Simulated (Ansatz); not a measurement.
Program: Ansatz. Geometries: PBE0-D4/def2-TZVP. ΔE: electronic, gas phase. CCSD(T)/CBS adds triple-zeta CCSD(T) − MP2 to the extrapolated MP2 energy (def2 sets, frozen cores). This one scheme is used for every species. DFT in def2-TZVPP. B3LYP here is the variant with VWN-RPA as its local correlation; programs differ in this. def2 core potentials past Kr. For Sn outer-core shells are correlated without core-valence functions, which leaves a few kJ/mol of doubt a bond. Each species was taken in one conformer, which may not be the lowest.

Reaction (formal exchange of groups at the Sn–O bond): `OC[O][SnH3]` + `CC(C)Cl` → `C[CH](Cl)[SnH3]` + `COCO`

`OC[O][SnH3]`:

```xyz
10

O     1.921    1.372   -0.562
C     1.138    0.365   -0.014
O    -0.162    0.453   -0.512
Sn   -1.536   -0.838    0.068
H     1.484    2.209   -0.377
H     1.626   -0.575   -0.305
H     1.128    0.433    1.090
H    -1.685   -0.693    1.764
H    -2.919   -0.332   -0.774
H    -0.995   -2.394   -0.377
```

`CC(C)Cl`:

Cartesian coordinates in Å:
```
C 0.926 -0.384 0.814
C 0.065 0.560 0.007
C -0.882 -0.151 -0.931
Cl -0.884 1.605 1.130
H 1.590 0.162 1.485
H 0.306 -1.055 1.411
H 1.538 -0.989 0.138
H 0.691 1.261 -0.547
H -0.309 -0.751 -1.644
H -1.546 -0.817 -0.375
H -1.493 0.559 -1.489
```

`C[CH](Cl)[SnH3]`:

```xyz
11

C    -1.105    1.029   -0.046
C    -0.275    0.013    0.703
Cl    0.654    0.814    2.017
Sn    1.138   -1.054   -0.547
H    -1.785    1.556    0.629
H    -1.704    0.527   -0.811
H    -0.477    1.774   -0.539
H    -0.914   -0.712    1.207
H     0.278   -1.873   -1.780
H     2.187    0.098   -1.238
H     2.002   -2.172    0.404
```

`COCO`:

Cartesian coordinates in Å:
```
C 0.449 -0.962 -0.820
O -0.305 0.229 -0.783
C -0.132 0.954 0.391
O -0.661 0.323 1.520
H 0.251 -1.438 -1.780
H 1.523 -0.748 -0.741
H 0.166 -1.644 -0.012
H -0.609 1.923 0.207
H 0.933 1.098 0.611
H -1.615 0.265 1.408
```

```csv
level,ΔE (kcal/mol),difference from CCSD(T)/CBS
r2SCAN-D4,22.1,0.1
PBE0-D4,20.5,-1.5
B3LYP-D4,21.1,-0.9
B2PLYP,22.0,0.0
PBE0,20.8,-1.2
HF/def2-TZVPP,23.4,1.4
CCSD(T)/def2-TZVPP,20.9,-1.1
MP2/def2-QZVPP,22.4,0.4
HF/CBS(def2),24.0,2.0
CCSD/CBS(def2),22.3,0.3
CCSD(T)/CBS,22.0,0
```

Largest T1 diagnostic among the species: 0.013.

In def2-TZVPP, CCSD(T) changes the Hartree–Fock value by −2.5 kcal/mol (the triples alone add −0.2 kcal/mol) and MP2 by −1.8 kcal/mol.
